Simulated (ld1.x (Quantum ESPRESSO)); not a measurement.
Ce: one change to a PAW potential, before and after

```json
{
 "Element": "cerium (Ce)",
 "Generator": "ld1.x (Quantum ESPRESSO) 7.5",
 "Type": "PAW",
 "Functional": "LDA (PZ)",
 "Relativity": "scalar-relativistic",
 "Frozen core": "[Kr] 4d10 4f1",
 "Valence charge": "11",
 "Reference configuration": "5s2 5p6 5d1 6s1.5 6p0 (charge +0.5)",
 "Partial waves": "5s (bound): rcut 2.10, rcutus 2.40 bohr; 6s (bound): rcut 2.10, rcutus 2.40 bohr; 5p (bound): rcut 2.35, rcutus 2.85 bohr; 6p (bound, empty): rcut 2.35, rcutus 2.85 bohr; 5d (bound): rcut 1.95, rcutus 2.55 bohr; 5d channel at 0.95 Ry: rcut 1.95, rcutus 2.55 bohr",
 "Local potential": "all-electron potential smoothed inside 2.70 bohr (lloc = -2)",
 "Core correction": "Bessel-smoothed model core inside 2.25 bohr",
 "Augmentation charge": "BESSEL, radius 1.80 bohr"
}
```

All-electron outer shells of the reference configuration (LDA (PZ), scalar-relativistic, ld1.x):

| shell | level (eV) | outermost node (bohr) | outermost maximum (bohr) |
| --- | --- | --- | --- |
| 5s | -43.58 | 0.75 | 1.37 |
| 5p | -26.15 | 0.81 | 1.53 |
| 4f | -8.47 | – | 0.71 |
| 6s | -6.25 | 1.81 | 3.59 |
| 5d | -5.86 | 0.92 | 2.18 |
| 6p | -3.44 | 2.14 | 4.60 |

Change: functional PBE.

Cutoffs: the cutoffs (Ry, on a coarse ladder) from which the occupation-weighted sum of valence levels, in a spherical-Bessel basis at the reference potential, stays within 10 and 1 mRy of its value at 400 Ry; they do not see the model core or the augmentation charge, which bear on the density cutoff. Errors are all-electron minus pseudo energies relative to the spin-unpolarised reference configuration. Spin-polarised tests are left out, since the open f shell is frozen unpolarised in the core.

Predict the effect on cutoff, ghosts and configuration errors.

The potential gets neither clearly harder nor softer (12 Ry and 18 Ry → 12 Ry and 18 Ry); of the 7 tests that both files solve, the error grows in 2 and shrinks in 0 by more than 15 % and 0.3 meV (median size 1.9 → 2.4 meV); neither file shows a bound ghost.

```csv
quantity,base,changed
"cutoff, loose",12 Ry,12 Ry
"cutoff, tight",18 Ry,18 Ry
bound ghosts,none,none
"error for 5s2 5p6 5d1 6s2 6p0, meV [ΔE -2.53 → -2.44 eV]",+0.3,+0.4
"error for 5s2 5p6 5d1 6s1 6p0, meV [ΔE 3.74 → 3.63 eV]",-0.9,-1.0
"error for 5s2 5p6 5d1 6s0 6p0, meV [ΔE 15.09 → 14.71 eV]",-7.7,-7.7
"error for 5s2 5p6 5d2 6s1 6p0, meV [ΔE -1.60 → -1.55 eV]",-5.0,-5.4
"error for 5s2 5p6 5d0 6s2 6p1, meV [ΔE -0.15 → -0.15 eV]",-1.7,-2.4
"error for 5s2 5p6 5d2 6s0 6p0, meV [ΔE 3.98 → 3.80 eV]",-3.9,-4.7
"error for 5s2 5p6 5d1.5 6s1.5 6p0, meV [ΔE -2.12 → -2.04 eV]",-1.9,-2.1
s: phases at 3.11 bohr within 0.05 rad from the reference energy up to (Ry; the scan ends near 5),4.9,4.9
p: phases at 3.11 bohr within 0.05 rad from the reference energy up to (Ry; the scan ends near 5),3.7,3.7
d: phases at 3.11 bohr within 0.05 rad from the reference energy up to (Ry; the scan ends near 5),to the end of the scan,to the end of the scan
lowest overlap eigenvalue by channel,"s 0.10, p 0.09, d 0.16","s 0.10, p 0.09, d 0.25"
```
